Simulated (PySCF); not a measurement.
## PySCF run on CaAl

Input:

```python
from pyscf import gto, scf, cc

mol = gto.M(
    atom='Ca 0 0 0; Al 0 0 2.785',
    basis='ano-rcc-vdzp',
    charge=0,
    spin=1,
    verbose=3,
)
mf = scf.ROHF(mol)
mf = mf.sfx2c1e()
mf.kernel()
mycc = cc.CCSD(mf, frozen=10)
mycc.kernel()
e = mycc.ipccsd(nroots=8)[0]
print('roots (eV) =', (e*27.211386).round(3))
mf.dip_moment()
print('orbital energies (hartree):', mf.mo_energy[..., max(0, mol.nelec[1]-3):mol.nelec[0]+3].round(4))
```

```bash
$ OMP_NUM_THREADS=1 python input.py
```

Output:

```
converged SCF energy = -921.910770031892

WARN: RCCSD method does not support ROHF method. ROHF object is converted to UHF object and UCCSD method is called.

E(UCCSD) = -922.1777717902008  E_corr = -0.2670017583093046
roots (eV) = [5.259 5.75  5.904 6.744 6.779 6.904 7.098 7.136]
Dipole moment(X, Y, Z, Debye):  0.00000,  0.00000, -1.13029
orbital energies (hartree): [-1.3417 -0.4137 -0.188  -0.0722  0.0114  0.016   0.075 ]
```

In short: E(SCF) = -921.910770 Eh, E(CCSD) − E(SCF) = -0.26700 Eh, μz(SCF) = -1.13 D, ionisation roots 5.259, 5.750, 5.904, 6.744, 6.779, 6.904, 7.098, 7.136 eV.

Run time: 1.8 s on 1 thread of AMD EPYC 9R45 96-Core (shared host), peak memory 0.16 GiB.

At this level a ROHF run with spin=3 ends 0.11 eV lower; the true order of the states can differ. The bond length is a typed value, not an optimised one. No search for the lowest solution was made.
